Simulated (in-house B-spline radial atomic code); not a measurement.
## Ionising Sb⁶⁺ with different functionals

Computed with a B-spline radial code for spherical atoms: four-component Dirac-Coulomb Hamiltonian, Fermi nucleus of rms radius 4.6802 fm, spin-restricted, spherical fractional occupations for the functionals, and exact exchange of hybrids averaged over the configuration. The ionisation energy is the difference of two self-consistent energies, [Kr] 4d9 → [Kr] 4d8, without Breit or QED terms; ε is the level of the shell that loses the electron (mean over j). The electron is taken from both j subshells in proportion to 2j + 1, so the result is a j average, not the step between ground levels.

```csv
method,rung,ΔSCF (eV),-ε(4d) (eV)
B3LYP,global hybrid,?,?
BHandHLYP,global hybrid,?,?
CAM-B3LYP,range-separated hybrid,120.71,114.56
HSE06,range-separated hybrid,120.75,112.75
```

Problem. What does BHandHLYP give?

Solution. ΔSCF 120.60 eV, and -ε(4d) = 116.08 eV.

Problem. What does B3LYP give?

Solution. ΔSCF 120.77 eV, and -ε(4d) = 112.58 eV.

Problem. Among the functionals, which spreads more, the ΔSCF values or the orbital energies?

Solution. The orbital energies: ΔSCF values span about 0.17 eV and the orbital energies 3.50 eV; here energy differences depend much less on the functional than eigenvalues do.

Problem. How do they compare with the NIST value?

Solution. NIST lists 117 eV ± 2 (tabulated theory, ground level to ground level). Errors run from +3.60 to +3.77 eV; all lie within about twice that uncertainty, so the table can't rank the methods.
